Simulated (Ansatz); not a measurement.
C₂H₇BSe (`BC(C)[SeH]`) at its PBE0-D4/def2-TZVP geometry, where that method's forces vanish. Charge 0, multiplicity 1.

```xyz
11

B    -0.5423    1.5285    0.1589
C    -0.3323    0.0139   -0.0992
C     1.0931   -0.4844   -0.2571
Se   -1.3911   -1.0532    1.1658
H    -1.5744    1.9414    0.5997
H     0.3124    2.3036   -0.1624
H    -0.8710   -0.0773   -1.0623
H     1.6248   -0.4414    0.6953
H     1.6338    0.1378   -0.9765
H     1.1276   -1.5182   -0.6082
H    -1.0806   -2.3507    0.5460
```

Problem. What forces (eV/Å) does r2SCAN-D4/def2-TZVPP give on these atoms in Ansatz 0.2.0? (Best estimate.)

Solution. The calculation gave: 
```
B1  -0.029  0.057  0.001
C2   0.006  0.189 -0.086
C3   0.141 -0.075 -0.024
Se4 -0.117 -0.133  0.132
H5   0.036 -0.016 -0.015
H6  -0.020 -0.032  0.006
H7  -0.001  0.003 -0.015
H8  -0.010  0.002 -0.018
H9  -0.011 -0.006  0.009
H10  0.005  0.011  0.009
H11  0.001  0.001  0.002
```
